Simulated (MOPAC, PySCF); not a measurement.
[W(Cl)4(OH)2], neutral singlet in the gas phase. 

Cartesian coordinates (Å):
```xyz
9

W     -0.0163     0.0128    -0.0358
Cl    -0.9028    -1.2947    -1.7800
Cl     0.4811    -1.9418     1.1762
Cl    -0.5133     1.9677    -1.2469
Cl     0.8697     1.3206     1.7076
O      1.6508    -0.0570    -0.8331
H      2.5222    -0.1057    -1.2539
O     -1.6841     0.0801     0.7604
H     -2.5586     0.1191     1.1758
```
Charge 0, spin multiplicity 1.

All levels are single points at this geometry (BP86-D3(BJ)/def2-SVP); Pople sets use spherical d functions. Orbital energies aren't observables, and empty levels follow the basis.

```json
[
 {"level": "B3LYP-D3(BJ)/def2-TZVP in PySCF", "HOMO (eV)": "-8.20", "LUMO (eV)": "-4.93", "gap (eV)": "3.27", "dipole (D)": "0.01", "vertical IE, Delta-SCF (eV)": "–"},
 {"level": "PBE-D3(BJ)/def2-TZVP in PySCF", "HOMO (eV)": "-7.13", "LUMO (eV)": "-5.19", "gap (eV)": "1.94", "dipole (D)": "0.01", "vertical IE, Delta-SCF (eV)": "–"},
 {"level": "TPSSh-D3(BJ)/def2-TZVP in PySCF", "HOMO (eV)": "-7.77", "LUMO (eV)": "-5.06", "gap (eV)": "2.71", "dipole (D)": "0.01", "vertical IE, Delta-SCF (eV)": "–"},
 {"level": "B3LYP/6-311+G** (LANL2DZ on W) in PySCF", "HOMO (eV)": "-8.36", "LUMO (eV)": "-5.40", "gap (eV)": "2.97", "dipole (D)": "0.01", "vertical IE, Delta-SCF (eV)": "–"},
 {"level": "B3LYP/6-31G* (LANL2DZ on W) in PySCF", "HOMO (eV)": "-8.26", "LUMO (eV)": "-5.31", "gap (eV)": "2.95", "dipole (D)": "0.01", "vertical IE, Delta-SCF (eV)": "10.24"},
 {"level": "B3LYP/LANL2DZ in PySCF", "HOMO (eV)": "-8.51", "LUMO (eV)": "-5.57", "gap (eV)": "2.94", "dipole (D)": "0.02", "vertical IE, Delta-SCF (eV)": "–"},
 {"level": "M06-2X/6-31G* (LANL2DZ on W) in PySCF", "HOMO (eV)": "-9.87", "LUMO (eV)": "-4.70", "gap (eV)": "5.17", "dipole (D)": "0.02", "vertical IE, Delta-SCF (eV)": "–"},
 {"level": "HF/6-31G* (LANL2DZ on W) in PySCF", "HOMO (eV)": "-11.82", "LUMO (eV)": "-3.02", "gap (eV)": "8.80", "dipole (D)": "0.02", "vertical IE, Delta-SCF (eV)": "–"},
 {"level": "PM7 in MOPAC", "HOMO (eV)": "-11.25", "LUMO (eV)": "-1.93", "gap (eV)": "9.31", "dipole (D)": "0.01", "vertical IE, Delta-SCF (eV)": "–"}
]
```
